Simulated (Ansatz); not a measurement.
`N#[C][GaH][OH]` + H₂Se → `[OH][GaH][SeH]` + `C#N` at 400 K and 1 bar (ligand exchange at a Ga–C bond).

Computed with Ansatz on PBE0-D4/def2-TZVP structures; ΔE is electronic, products minus reactants. CCSD(T)/CBS adds triple-zeta CCSD(T) − MP2 to the extrapolated MP2 energy (def2 sets, frozen cores). This one scheme is used for every species. For Ga, Se outer-core shells are correlated without core-valence functions, which leaves a few kJ/mol of doubt a bond. Scalar relativity is left out up to krypton. Each species was taken in one conformer, which may not be the lowest.

```
         species  CCSD(T)/CBS energy (Eh)  H − E (kJ/mol)  S (J/(mol·K))
`N#[C][GaH][OH]`              -2093.08647           100.7          340.5
            H₂Se              -2401.89790            49.4          229.5
`[OH][GaH][SeH]`              -4401.68747           101.4          348.9
           `C#N`                -93.32098            56.1          211.9
```

H − E and S are ideal-gas, rigid-rotor, harmonic terms from PBE0-D4/def2-TZVP, for one conformer and one mirror image of each species. 1 Eh = 2625.50 kJ/mol, R = 8.31446 J/(mol·K).

By hand: ΔE, ΔH, ΔS and ΔG.

ΔE = (-4401.68747) + (-93.32098) − (-2093.08647) − (-2401.89790) = -0.02408 Eh = -63.2 kJ/mol. Δ(H − E) = 101.4 + 56.1 − 100.7 − 49.4 = 7.4, so ΔH = -55.8 kJ/mol. ΔS = 348.9 + 211.9 − 340.5 − 229.5 = -9.2 J/(mol·K). ΔG = -55.8 − 400 × (-9.2)/1000 = -52.1 kJ/mol.

By hand: the equilibrium constant, and the temperature at which ΔG would vanish if ΔH and ΔS stayed fixed.

log₁₀ K = −ΔG/(RT ln 10) = 6.8. ΔG = 0 at ΔH/ΔS = 6065 K, far beyond where these terms or the molecules hold.

The number of gas molecules stays the same, so ΔS is small and ΔH decides. A doubt of 5 kJ/mol in ΔE shifts log₁₀ K by 0.7 here. Other conformers and mirror images would add mixing entropy, several J/(mol·K) or more a flexible species. These are equilibria of isolated gas molecules and say nothing of rates. Largest T1 diagnostic: 0.015 (customary marks: 0.02 for closed shells, 0.045 for open ones).
